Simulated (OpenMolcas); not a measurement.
Tc4+ (d3) among equal point charges was computed by CASSCF with the d shell active (OpenMolcas, ANO-RCC-VDZP on the metal). Its lowest spin-free states, and all those of the highest spin:

```
2S+1  Degeneracy  E (cm-1)
   4           1       0.0
   4           2      4593
   4           1      6235
   4           1      8141
   4           2      9709
   2           1     16303
   2           1     16717
   2           2     16794
   2           1     17306
   4           1     19404
   2           1     19932
   2           1     20512
   4           2     21877
```

Question: Is the site octahedral, tetrahedral or cube-like, axial, or of lower symmetry?

Answer: The states with 2S+1 = 4 have orbital degeneracies 1, 2, 1, 1, 2, 1, 2. There are pairs but no triples, so the site is axial: not cubic, but with a proper or improper axis of order three or more. The run had Tc4+ among 6 point charges of -1.7 e arranged as a tetragonal octahedron (D4h), 2.09 Å from the ion, with the axial distance 2.320 Å.

Without dynamic correlation the repulsion within the d shell is too large (B by tens of per cent), so at a given field states of lower spin stand too high. This is an electrostatic model: the charges have no orbitals. No measured value stands beside these numbers.
